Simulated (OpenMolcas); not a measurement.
Potential curves of BeMg: spin–orbit levels

Calculated with OpenMolcas 26.06: state-averaged CASSCF(4,8) over Mg 3s 3p, Be 2s 2p, XMS-CASPT2 (IPEA 0.25, imaginary shift 0.2 hartree), scalar X2C, ANO-RCC-VTZP, then RASSI spin–orbit state interaction with atomic mean-field integrals. C2 symmetry about the axis (a holds Σ, Δ, Γ; b holds Π, Φ, H; Σ⁺ and Σ⁻ are not told apart); roots by multiplicity and irrep: 1a 2, 3a 2, 3b 6, 1b 4.

XMS-CASPT2 energies with spin–orbit state interaction in eV from the lowest point. Curves are followed by energy order within each symmetry, so they are adiabatic and may change character at avoided crossings; for Ω = 0 the + and − levels are counted together.

```
R (Å)  (1)Ω=0  (2)Ω=0  (1)Ω=1  (3)Ω=0  (4)Ω=0  (2)Ω=1  (1)Ω=2  (5)Ω=0  (6)Ω=0
2.629   0.244   1.601   1.601   1.633   1.633   1.634   1.635   3.097   3.097
2.782   0.154   1.665   1.665   1.753   1.754   1.754   1.755   2.979   2.979
2.919   0.103   1.757   1.757   1.874   1.874   1.875   1.876   2.906   2.906
3.057   0.070   1.866   1.866   2.002   2.002   2.003   2.004   2.857   2.857
3.210   0.045   1.995   1.995   2.138   2.138   2.139   2.140   2.821   2.821
3.363   0.029   2.121   2.121   2.262   2.262   2.263   2.264   2.796   2.796
3.577   0.013   2.282   2.282   2.406   2.406   2.407   2.408   2.776   2.776
3.852   0.002   2.445   2.445   2.541   2.541   2.542   2.543   2.762   2.762
4.280   0.000   2.606   2.606   2.657   2.657   2.658   2.660   2.756   2.756
4.891   0.012   2.699   2.699   2.709   2.710   2.711   2.713   2.763   2.763
5.808   0.024   2.724   2.725   2.728   2.730   2.731   2.732   2.772   2.772
7.031   0.029   2.728   2.730   2.730   2.734   2.734   2.735   2.775   2.775
```

The 9 lowest clean curves are shown; the next is (2)Ω=2, from 2.76 eV. Left out for impure symmetry, kinks or missing points, though low: (3)Ω=1. Only roots inside an energy window near the equilibrium distance were included, so the list of states is not complete; labels number the states computed. Each spin and symmetry block has orbitals of its own, averaged over its own roots, so gaps between blocks are less sure than gaps within one and near the minimum can be off by tenths of an eV, in bad cases by more. No Rydberg orbitals are active, so Rydberg states, and σ→σ* states whose orbital the CASSCF left unused, can be missing between those listed. At stretched bonds a block can hold a wrong CASSCF solution and miss its lowest state; points past a visible jump are left out. Points that failed a check (symmetry, reference weights, a jump) are left out.
